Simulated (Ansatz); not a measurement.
Consider the redistribution: `N[SiH2]CO` + `N[SiH2][O][SnH3]` → `N[SiH2][SnH3]` + `N[SiH2]OCO`.

Calculated with Ansatz (gas phase, PBE0-D4/def2-TZVP geometries, no zero-point term in ΔE). CCSD(T)/CBS adds triple-zeta CCSD(T) − MP2 to the extrapolated MP2 energy (def2 sets, frozen cores). Functionals use def2-TZVPP. Elements past krypton have def2 core potentials. For Sn outer-core shells are correlated without core-valence functions, which leaves a few kJ/mol of doubt a bond. One conformer a species, not always the lowest.

| level | ΔE (eV) |
| --- | --- |
| PBE0-D4 | 0.41 |
| r2SCAN | 0.51 |
| HF/def2-TZVPP | 0.47 |
| SCS-MP2/def2-TZVPP | 0.60 |
| HF/def2-QZVPP | 0.50 |
| SCS-MP2/def2-QZVPP | 0.64 |
| HF/CBS(def2) | 0.50 |
| CCSD/CBS(def2) | 0.57 |

Problem. What does CCSD(T)/CBS give? (An estimate is asked.)

Solution. Computed: +0.58 eV. The listed levels differ from it by -0.17, -0.07, -0.11, 0.02, -0.08, 0.06, -0.08, -0.01 eV.

Largest T1 diagnostic among the species: 0.013.

The D4 term adds +0.05 eV with B3LYP and +0.02 eV with PBE0; it sums over pairs of atoms, weighted by their polarisabilities, and B3LYP, whose exchange is more repulsive, gets the larger term. In def2-TZVPP, CCSD(T) changes the Hartree–Fock value by +0.06 eV (the triples alone add +0.02 eV) and MP2 by +0.12 eV.

B3LYP here is the variant with VWN-RPA as its local correlation; programs differ in this.
